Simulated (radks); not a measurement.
The numbers below are computed, except where a source is named.
Isoelectronic series with 49 electrons, each ion in its NIST ground configuration. Level of theory: scalar-relativistic Kohn-Sham, SCAN, spin-polarised, spherical densities, finite nucleus; open shells are filled with parallel spins first (spin-orbit coupling, left out, can overturn this in heavy ions); meta-GGA in the generalised Kohn-Sham scheme; Fermi nuclear charge, rms radius of each element as measured or else 0.836 A^(1/3) + 0.57 fm (a radial shooting solver on a logarithmic mesh with Libxc functionals). Total energies (hartree) and mean radii <r> (bohr):

ion        configuration  E (hartree)  4d down   4d up  4p down   4p up
Ce9+   [Kr] 4d10 5s2 5p1   -8841.5591   0.7263  0.7277   0.6680  0.6681
Gd15+      [Kr] 4d10 4f3  -11201.4379   0.6042  0.6033   0.5709  0.5702
Ho18+      [Kr] 4d10 4f3  -12503.4825   0.5529  0.5519   0.5287  0.5280
Yb21+      [Kr] 4d10 4f3  -13888.5889   0.5098  0.5088   0.4921  0.4913
Ta24+      [Kr] 4d10 4f3  -15358.9386   0.4731  0.4721   0.4600  0.4593
Os27+      [Kr] 4d10 4f3  -16916.8539   0.4413  0.4404   0.4316  0.4309
